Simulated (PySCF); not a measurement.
## From computed data to an observable: refractive index and permittivity of the vapour

WO₂Cl, SMILES [O]=[W](=[O])[Cl] (connectivity only; charge and spin as stated), neutral, multiplicity 2.

The structure is a stationary point at B3LYP-D3(BJ)/def2-SVP. The spin state was assumed, not searched. The isomer is the one that the SMILES or the coordinates give; other isomers of the formula were not compared. The def2 effective core potentials stand for the cores of W; spin–orbit coupling is left out.

PySCF with PBE/def2-TZVPD gives a mean static polarisability of 61.1 bohr³ and a dipole moment of 1.97 D. Take an ideal gas at 298.15 K and 1 bar, whether or not the substance is that volatile.

Task: Work out n − 1 in the optical limit and the static ε − 1.

Result: 
Polarisability volume α' = 61.1 × 0.148185 = 9.05 Å³. Number density N = p/kT = 2.43e-5 Å⁻³.
Dilute limit of Lorentz–Lorenz: n − 1 = 2π N α' = 0.0014.
Orientation term of Debye: μ²/(3kT) = 8.098 Å³ × μ²(D²) = 31.43 Å³.
ε − 1 = 4π N (α' + μ²/3kT) = 0.012. Orientation of the dipole supplies 78 % of the static response; it can't follow optical fields. Vibrational polarisation and dispersion are left out.
